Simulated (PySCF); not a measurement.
Cl4HSi2, SMILES Cl[SiH][Si](Cl)(Cl)Cl, multiplicity 2.

The structure is a stationary point at ωB97X-D3(BJ)/def2-SVP. The isomer is the one that the SMILES or the coordinates give; other isomers of the formula were not compared. One conformer was computed; it need not be the lowest.

Level of theory: ωB97X/def2-TZVP run with PySCF.

Isolated molecule, no solvent.

Computed frontier levels, dipole moment and polarisability:
The α spin, highest occupied and lowest empty level comes out as -8.99 and 0.86 eV and the β spin, highest occupied and lowest empty level is -10.94 and -1.92 eV. The dipole moment comes out as 1.29 D and the quadrupole, principal values (traceless, Buckingham form, about the centre of nuclear charge) is -3.93, 0.04, 3.88 D·Å. The mean static polarisability is 97.4 bohr³ (14.43 Å³), the polarisability, principal values comes out as 86.3, 95.7, 110.1 bohr³ and the ⟨S²⟩ comes out as 0.754 (pure state 0.75).
